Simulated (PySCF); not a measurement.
**How methods differ on the excitation energy of Co²⁺**

Co²⁺ [Ar] 3d7 (4F) → Co²⁺ [Ar] 3d6 4p1 (high-spin determinant), as a difference of total energies. All numbers are calculated (PySCF 2.14, the spin-free X2C one-electron Hamiltonian (Gaussian nucleus), in aug-cc-pwCVTZ-DK with one added diffuse shell each of s, p, d, f, g type (11s10p8d5f4g, 152 functions)). Correlated levels: valence: [Ar] frozen; valence and next inner shell: [Ne] frozen; nothing frozen. The calculations carry no spin-orbit coupling.

```json
{"method": "UHF", "excitation energy (eV)": "10.658"}
{"method": "LDA", "excitation energy (eV)": "12.264"}
{"method": "PBE", "excitation energy (eV)": "12.145"}
{"method": "PBE0", "excitation energy (eV)": "12.011"}
{"method": "r2SCAN", "excitation energy (eV)": "12.013"}
{"method": "MP2 (valence)", "excitation energy (eV)": "12.204"}
{"method": "SCS-MP2 (valence)", "excitation energy (eV)": "12.540"}
{"method": "MP2 (valence and next inner shell)", "excitation energy (eV)": "12.439"}
{"method": "SCS-MP2 (valence and next inner shell)", "excitation energy (eV)": "12.578"}
{"method": "MP2 (all electrons)", "excitation energy (eV)": "12.457"}
{"method": "SCS-MP2 (all electrons)", "excitation energy (eV)": "12.583"}
```

How much does correlation contribute at MP2 (all electrons)?

12.457 − (10.658) = 1.799 eV, measured against UHF.

A first-order spin-orbit estimate (lowest level to lowest level, LS coupling) adds 0.073 eV.

The determinant of the upper state mixes LS terms, which raises its energy above the lowest term, most at the Hartree-Fock and MP2 levels.
